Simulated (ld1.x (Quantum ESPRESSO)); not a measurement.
# Before and after: ultrasoft potential for Ti (Z = 22)

ld1.x (Quantum ESPRESSO) 7.5 input, shortened:

```
&input
   title='Ti', zed=22., rel=0, dft='PZ', iswitch=3,
   config='[Ar] 3d2 4s2 4p0'
 /
 &inputp
   pseudotype=3, tm=.true., lloc=-2, rcloc=1.65,
   nlcc=.true., new_core_ps=.true., rcore=1.75,
   which_augfun='PSQ', rmatch_augfun_nc=.true.
 /
6
4S  1  0   2.00   0.00  2.60  2.90  0.0
4S  1  0   0.00   1.05  2.60  2.90  0.0
4P  2  1   0.00   0.00  2.15  2.70  0.0
4P  2  1   0.00   1.90  2.15  2.70  0.0
3D  3  2   2.00   0.00  1.55  1.70  0.0
3D  3  2   0.00   1.05  1.55  1.70  0.0
 &test
   configts(1)='3d2 4s2 4p0'
 /
```

Change: waves 4p (bound): rcut 1.64, rcutus 1.74 bohr; 4p channel at 1.9 Ry: rcut 1.64, rcutus 1.74 bohr.

Cutoffs: the cutoffs (Ry, on a coarse ladder) from which the occupation-weighted sum of valence levels, in a spherical-Bessel basis at the reference potential, stays within 10 and 1 mRy of its value at 400 Ry; they do not see the model core or the augmentation charge, which bear on the density cutoff. Errors are all-electron minus pseudo energies relative to the spin-unpolarised reference configuration.

Question: How do hardness, ghosts and transferability respond?

Answer: The potential gets neither clearly harder nor softer (35 Ry and 40 Ry → 35 Ry and 40 Ry); a bound ghost appears in p, which as a rule spoils a file; the number of tests that count goes from 9 to 8; the errors of the 8 common tests hardly move; the range in which the p phases agree widens (upper end 2.1 → at the end of the scan).

| quantity | base | changed |
| --- | --- | --- |
| cutoff, loose | 35 Ry | 35 Ry |
| cutoff, tight | 40 Ry | 40 Ry |
| bound ghosts | none | p |
| tests counted (converged, no solver errors) | 9 of 9 | 8 of 9 |
| error for 3d2 4s1 4p0, meV [ΔE 7.47 eV] | -3.4 | -3.4 |
| error for 3d2 4s0 4p0, meV [ΔE 21.17 eV] | -30 | -30 |
| error for 3d1 4s0 4p0, meV [ΔE 48.52 eV] | -722 | -722 |
| error for 3d3 4s1 4p0, meV [ΔE 0.90 eV] | -129 | -129 |
| error for 3d2 4s1.5 4p0, meV [ΔE 2.99 eV] | -0.6 | -0.6 |
| error for 3d2.5 4s1.5 4p0, meV [ΔE 0.23 eV] | -44 | -44 |
| error for 3d2 4s2 4p0 (spin-polarised), meV [ΔE -0.68 eV] | +103 | +103 |
| error for 3d2 4s1 4p0 (spin-polarised), meV [ΔE 6.23 eV] | +113 | +113 |
| s: phases at 3.17 bohr within 0.05 rad from the reference energy up to (Ry; the scan ends near 5) | 2.1 | 2.1 |
| p: phases at 3.17 bohr within 0.05 rad from the reference energy up to (Ry; the scan ends near 5) | 2.1 | to the end of the scan |
| d: phases at 3.17 bohr within 0.05 rad from the reference energy up to (Ry; the scan ends near 5) | to the end of the scan | to the end of the scan |
| lowest overlap eigenvalue by channel | s 0.42, p 0.62, d 1.00 | s 0.42, p 0.18, d 1.00 |

Changed file: Tests not counted: 3d2 4s0 4p2 (solver errors, printed error -60.9 eV). A true bound ghost makes a file unfit for plane-wave use even where its test errors are small: the radial tests pick states by their node count and pass the ghost by. Where a test does run into it, the solver fails or the error is huge.
